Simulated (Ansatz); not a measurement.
```xyz
2

P     0.0000    0.0000    0.0000
P     0.0000    0.0000    1.8930
```

Basis set: cc-pVDZ (spherical functions). Correlated methods keep 10 orbitals frozen. Charge 0, multiplicity 1.

Computed with Ansatz (development build ahead of 0.2.0); the reference of a correlated method needn't be the lowest determinant of its kind. Restricted open shells among the atoms or ions are ROHF, correlated in semicanonical orbitals with singles.

The atomization energy at this shape (free ground-state atoms in the same class of orbitals less the molecule, no zero-point energy) of singlet P2:

```
  method  atomization energy
RHF-CCSD             3.52 eV
```

(1) What does RHF-CCSD(T) give?

Answers

(1) 3.85 eV. Caution: in another basis set an unrestricted determinant lies well below.
